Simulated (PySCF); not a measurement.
All runs: PySCF with density fitting, gas phase, non-relativistic, closed shells, each molecule at its own PBE0-D3(BJ)/def2-SVP geometry. Shieldings use GIAOs. Basis functions per molecule: 64–464 in pcSseg-2, 27–203 in pcSseg-1.

Mean 1H shielding (ppm):

| molecule | PBE0/pcSseg-2 | PBE0/pcSseg-1 |
| --- | --- | --- |
| C | 31.03 | 30.95 |
| O | 30.91 | 30.97 |
| C[Si](C)(C)C | 31.24 | 31.27 |
| N | 31.51 | 31.63 |
| O=P(O)(O)O | 28.13 | ? |
| CC[O+](CC)[B-](F)(F)F | 28.90 | 28.96 |
| P | 29.20 | 29.22 |

Problem. Predict the missing value of `O=P(O)(O)O` from the other molecules.

Solution. The basis change moves the other 6 molecules by +0.03 ppm on average (standard deviation 0.07), which puts `O=P(O)(O)O` at 28.13 + 0.03 = 28.16 ppm. A straight line through the pairs, y = 1.002x − 0.02, gives 28.16 ppm. The run gave 28.30 ppm: the mean change misses by 0.14, the line by 0.14 ppm.

Problem. Which of the two rules would one have trusted beforehand?

Solution. Leaving out each listed molecule in turn and predicting it from the rest, the mean change misses by 0.054 ppm on average and the line by 0.066; so the mean change, and for `O=P(O)(O)O` it wasn't the closer one.

Problem. How even is the effect, and which conclusions about the order would change?

Solution. Among the 6 molecules with both values given it runs from -0.08 ppm for `C` to +0.12 ppm for `N`; `O=P(O)(O)O` moves by +0.17 ppm, outside this range. The change is not of one sign for all. Of the 15 pairs among the 6, 1 changes order, the widest-spaced at PBE0/pcSseg-2 being `C` and `O`, 0.12 ppm apart there.

The figures describe these molecules alone; neither level is taken as the truth.
